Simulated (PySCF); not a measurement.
# 17O chemical shifts

PySCF 2.14 calculation with PBE0-D3(BJ)/def2-SVP structure and PBE0/pcSseg-1 with gauge-including orbitals; a single conformation, no relativistic terms, equivalent nuclei averaged, in vacuum.

Shieldings were converted by a linear fit to measured shifts: 17O (scatter 14.2 ppm rms vs liquid water, solution or neat liquid). A few per cent of atoms miss by over 2 rms, more outside the fitted compound classes.

**Question.** Give the 17O shifts of `C#C[C@@H](C)[C@]1(F)C=COC1`, `C=C1C(=C)C(OCC)=C1F`, `C#C[C@@H](C)[C@@]1(F)C=COC1`, `C#C[C@@H]1C[C@@H](F)/C1=C/OC`.

**Answer.** 
```tsv
compound	environment	δ (ppm)
C#C[C@@H](C)[C@]1(F)C=COC1	ether oxygen	93.2
C=C1C(=C)C(OCC)=C1F	ether oxygen	88.1
C#C[C@@H](C)[C@@]1(F)C=COC1	ether oxygen	94.8
C#C[C@@H]1C[C@@H](F)/C1=C/OC	ether oxygen	66.8
```
